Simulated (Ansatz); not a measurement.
The same path of CH5AlBFO (10 atoms, charge 0, multiplicity 1) was run twice with different band settings. The coordinate that changes most is the dihedral B1–C2–O3–H8.

Method: RKS PBE0/def2-SVP (Ansatz).

Relaxed end points:

```xyz
10
Properties=species:S:1:pos:R:3
B -0.212 0.079 -1.076
C -0.071 -1.095 -0.198
O -0.868 -1.439 0.798
F 0.930 -1.961 -0.324
Al 0.396 1.413 0.415
H -1.176 0.809 -0.785
H 0.415 0.241 -2.089
H -0.413 -2.059 1.386
H 0.105 1.153 1.959
H 0.977 2.807 -0.083
```

```xyz
10
Properties=species:S:1:pos:R:3
B -0.209 -0.005 -0.973
C 0.145 -1.228 -0.210
O -0.386 -1.735 0.885
F 1.158 -1.984 -0.555
Al 0.448 1.395 0.430
H -1.238 0.571 -0.580
H 0.239 0.217 -2.068
H -1.154 -1.208 1.140
H 0.078 1.111 1.959
H 1.003 2.814 -0.024
```

Common settings: movable images 7; climbing image yes; spring 5.0 eV/Å²; optimiser quadratic models (default); start path through a guess of the saddle point; force threshold 0.05 eV/Å; iteration limit 60.

| run | end points |
| --- | --- |
| 1 | relaxed |
| 2 | as typed, not relaxed |

Task: What does each run give, and how far can it be trusted?

Result: Run 1: converged after 23 iterations, highest image 0.226 eV above the first end. A vibrational analysis at the climbing image gives one clearly imaginary mode, 304i cm⁻¹: a first-order saddle point.
Run 2: not converged after 60 iterations, highest image 0.164 eV above the first end. The band didn't meet its force threshold, so its energies are provisional: the largest band force was still 1.23 eV/Å, and over the last iterations the top stayed at 0.16 eV. The end points aren't both relaxed to the band's threshold either. Inner images lie below an end point, which means an intermediate or an end that isn't the lowest structure nearby.
